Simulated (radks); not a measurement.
The gold ion Au2+ inside a hard spherical wall (all orbitals vanish at R), configuration held at [Xe] 4f14 5d9 and not refilled when levels cross. Method: scalar-relativistic Kohn-Sham, LDA (Slater exchange, VWN5 correlation), spin-polarised, spherical densities, point nucleus; open shells are filled with parallel spins first (spin-orbit coupling, left out, can overturn this in heavy ions); computed with a radial shooting solver on a logarithmic mesh with Libxc functionals. Eigenvalues in eV for spin up, with the zero of energy where the potential of the charges vanishes at infinity; a dash marks a level that is unbound or too diffuse for the functional's potential to be trusted. A positive occupied level is held by the wall or, in an anion where self-interaction has pushed it up, behind a barrier. The pressure on the wall is -dE/dV.

R (bohr)	E (hartree)	kinetic (hartree)	e(5s)	e(4f)	e(5p)	e(5d)	e(6s, empty)	e(6p, empty)	pressure (GPa)
free	-19000.2542	21259.240	-130.69	-103.42	-81.891	-27.919	-23.340	-14.918	0
20	-19000.2542	21259.240	-130.69	-103.42	-81.891	-27.919	-23.340	-14.918	< 0.0001
15	-19000.2542	21259.240	-130.69	-103.42	-81.891	-27.919	-23.340	-14.918	< 0.0001
10	-19000.2542	21259.240	-130.69	-103.42	-81.891	-27.919	-23.340	-14.917	< 0.0001
8	-19000.2542	21259.240	-130.69	-103.42	-81.891	-27.918	-23.339	-14.902	0.000320
7	-19000.2541	21259.241	-130.69	-103.42	-81.888	-27.916	-23.333	-14.843	0.00512
6	-19000.2537	21259.247	-130.67	-103.39	-81.866	-27.896	-23.283	-14.588	0.0809
5	-19000.2485	21259.300	-130.49	-103.21	-81.697	-27.741	-22.936	-13.557	1.26
3	-18999.6566	21262.807	-123.73	-95.674	-75.372	-21.083	-8.776	9.016	367
1.5	-18964.4595	21405.632	-35.782	2.178	22.553	103.86	285.09	351.58	125000
